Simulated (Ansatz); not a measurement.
`N[SiH2][AlH2]` + `Cl[CH2][AlH][SeH]` → `[AlH2][CH2]Cl` + `N[SiH2][AlH][SeH]`  (redistribution)

Computed with Ansatz on PBE0-D4/def2-TZVP structures; ΔE is electronic, products minus reactants. CCSD(T)/CBS adds triple-zeta CCSD(T) − MP2 to the extrapolated MP2 energy (def2 sets, frozen cores). DFT in def2-TZVPP. For Se outer-core shells are correlated without core-valence functions, which leaves a few kJ/mol of doubt a bond. Scalar relativity is left out up to krypton. Each species was taken in one conformer, which may not be the lowest.

| level | ΔE (eV) |
| --- | --- |
| r2SCAN-D4 | 0.02 |
| SCS-MP2/def2-TZVPP | 0.03 |
| CCSD(T)/def2-TZVPP | 0.04 |
| HF/def2-QZVPP | 0.00 |

Task: What does CCSD(T)/CBS give? (Estimate.)

Result: The calculation gave: +0.04 eV. The listed levels differ from it by -0.02, -0.01, 0.00, -0.04 eV.

Largest T1 diagnostic among the species: 0.011.

In def2-TZVPP, CCSD(T) changes the Hartree–Fock value by +0.03 eV (the triples alone add +0.00 eV) and MP2 by +0.04 eV.
